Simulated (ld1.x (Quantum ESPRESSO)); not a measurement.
## platinum (Pt): excitation energies, all-electron against TM

```
Element                 : platinum (Pt)
Generator               : ld1.x (Quantum ESPRESSO) 7.5
Type                    : norm-conserving Troullier–Martins (Kleinman–Bylander form)
Functional              : PBEsol
Relativity              : scalar-relativistic
Frozen core             : [Xe] 4f14
Valence charge          : 10
Reference configuration : 5d9 6s1 6p0
Partial waves           : 6p (bound, empty): rc 3.05 bohr; 5d (bound): rc 1.40 bohr; 6s (bound): rc 2.55 bohr
Local potential         : the s channel
Core correction         : a·sin(br)/r model core inside 1.20 bohr
```

Energies are relative to the spin-unpolarised reference configuration 5d9 6s1 6p0; without spin polarisation the order of configurations can differ from experiment. The frozen-core shift is the all-electron ΔE with the core orbitals held at their reference shape minus the fully relaxed ΔE.

```tsv
valence configuration	charge	ΔE all-electron (eV)	error AE − PS (meV)	frozen-core shift (meV)
5d9 6s0 6p0	+1	9.225	-16	+5.6
5d8 6s0 6p0	+2	29.222	-75	+35
5d7 6s0 6p0	+3	61.470	-372	+208
5d8 6s1 6p1	0	6.628	-70	+21
5d10 6s0 6p0	0	-0.011	-55	+21
```

Task: What are ΔE and the potential's error for 5d9.5 6s0.5 6p0?

Result: ΔE = -0.118 eV all-electron; the error (AE − PS) is -16 meV.

Task: What are ΔE and the potential's error for 5d9 6s0.5 6p0?

Result: ΔE = 3.712 eV all-electron; the error (AE − PS) is -4.2 meV.
